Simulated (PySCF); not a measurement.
# TDDFT excited states: C7H11F3O2S

Species: C7H11F3O2S.
InChI=1S/C7H11F3O2S/c1-12-6(7(8,9)10)5-2-3-13(11)4-5/h5-6H,2-4H2,1H3/t5-,6+,13-/m1/s1

Theory: TDDFT B3LYP/def2-SVPD, vertical, gas phase, core orbitals frozen in the response in PySCF. One conformer (not necessarily the lowest) at the PBE0-D3(BJ)/def2-SVP geometry, without solvent, vibrations or thermal averaging.

Q: What does the calculation give for the low-lying excited states?

A: 

```json
{"state": "S1", "E (eV)": "5.51", "ν̃ (cm⁻¹)": "44430", "f": "0.025", "|μ| (D)": "1.09", "main configurations (H = HOMO, L = LUMO)": "H→L (74%), H→L+1 (18%)"}
{"state": "S2", "E (eV)": "5.86", "ν̃ (cm⁻¹)": "47270", "f": "0.010", "|μ| (D)": "0.67", "main configurations (H = HOMO, L = LUMO)": "H→L+3 (55%), H→L+4 (23%)"}
{"state": "S3", "E (eV)": "5.98", "ν̃ (cm⁻¹)": "48200", "f": "0.019", "|μ| (D)": "0.91", "main configurations (H = HOMO, L = LUMO)": "H→L+1 (66%), H→L (13%), H→L+3 (12%)"}
{"state": "S4", "E (eV)": "6.16", "ν̃ (cm⁻¹)": "49690", "f": "0.021", "|μ| (D)": "0.96", "main configurations (H = HOMO, L = LUMO)": "H→L+2 (76%)"}
{"state": "S5", "E (eV)": "6.38", "ν̃ (cm⁻¹)": "51500", "f": "0.0024", "|μ| (D)": "0.31", "main configurations (H = HOMO, L = LUMO)": "H→L+4 (50%), H→L+3 (24%), H→L+6 (9%)"}
{"state": "S6", "E (eV)": "6.54", "ν̃ (cm⁻¹)": "52720", "f": "0.016", "|μ| (D)": "0.82", "main configurations (H = HOMO, L = LUMO)": "H-1→L (46%), H→L+5 (18%)"}
{"state": "S7", "E (eV)": "6.63", "ν̃ (cm⁻¹)": "53440", "f": "0.013", "|μ| (D)": "0.73", "main configurations (H = HOMO, L = LUMO)": "H→L+5 (56%), H-1→L+3 (14%), H-1→L (8%)"}
{"state": "S8", "E (eV)": "6.76", "ν̃ (cm⁻¹)": "54510", "f": "0.017", "|μ| (D)": "0.80", "main configurations (H = HOMO, L = LUMO)": "H-1→L+3 (38%), H-1→L (19%), H-1→L+4 (11%)"}
{"state": "S9", "E (eV)": "6.89", "ν̃ (cm⁻¹)": "55560", "f": "0.011", "|μ| (D)": "0.65", "main configurations (H = HOMO, L = LUMO)": "H-1→L+1 (45%), H→L+6 (24%), H-1→L (12%)"}
{"state": "S10", "E (eV)": "6.97", "ν̃ (cm⁻¹)": "56250", "f": "0.018", "|μ| (D)": "0.83", "main configurations (H = HOMO, L = LUMO)": "H→L+6 (48%), H-1→L+1 (34%)"}
```

Triplets (Tamm–Dancoff): T1 4.88 eV, H→L (54%), H→L+1 (33%); T2 5.23 eV, H→L+3 (54%), H→L+4 (26%); T3 5.81 eV, H-1→L (50%), H-1→L+1 (31%); T4 5.88 eV, H→L+1 (52%), H→L (26%), H→L+3 (12%).

The lowest singlet comes at 225 nm (531 kJ/mol) in the ultraviolet; it is weak; its leading configuration is HOMO→LUMO (74%). The lowest level is also the most intense of those listed (f = 0.025). Löwdin shares by element: HOMO oxygen 55% or more, sulfur 28%, carbon 11% or more; LUMO sulfur 28%, carbon 16% or more, hydrogen 6% or more (atoms not listed hold the other 51%). The listed states span 1.47 eV, and the widest gap between neighbours is 0.35 eV (S1 to S2). Weighted by f, the mean energy of these states is 6.31 eV. The oscillator strengths of these states sum to 0.153; summed over the whole spectrum of an exact calculation they would give the number of electrons, 112 (Thomas–Reiche–Kuhn). Singlets were solved by full linear response, triplets in the Tamm–Dancoff approximation.

On 2 threads, AMD EPYC 7B13 (x86_64), on a shared host, this took 93 s wall, 3.5 min CPU and 2.1 GiB of memory at its peak.
